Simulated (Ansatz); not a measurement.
System: sum formula SiN2H6 (charge 0, singlet). 
Structure (B3LYP-D3(BJ)/def2-TZVP (Ansatz, a first-principles code) minimum search):
SMILES: N[SiH2]N
```xyz
9

Si     0.0195    -0.4378    -0.1029
N      1.3660     0.5720    -0.4677
N     -1.3998     0.1869     0.6462
H      0.5367    -1.4591     0.8334
H     -0.4283    -0.9755    -1.4059
H      1.9937     0.8943     0.2518
H      1.3509     1.2078    -1.2495
H     -1.4228     0.4074     1.6293
H     -2.0665     0.7416     0.1328
```

Atomisation energy built up term by term with Ansatz (kcal/mol; UHF references for open shells; valence terms freeze the core; atomic spin-orbit terms are left out). Basis-set limits of correlation are two-point, X^-3; Hartree-Fock from the larger set.

```csv
term,basis,kcal/mol
Hartree-Fock,cc-pV(Q+d)Z,(withheld)
CCSD correlation,"CBS(cc-pV(T+d)Z,cc-pV(Q+d)Z)",(withheld)
(T),"CBS(cc-pV(T+d)Z,cc-pV(Q+d)Z)",10.24
core correlation,cc-pwCVTZ,1.37
scalar relativity (X2C),cc-pVTZ-DK against cc-pVTZ,-1.35
sum: De,,(withheld)
```

Q: What belongs in the gaps?

A: 
- Hartree-Fock, kcal/mol: 499.84
- CCSD correlation, kcal/mol: 207.10
- sum: De, kcal/mol: 717.2
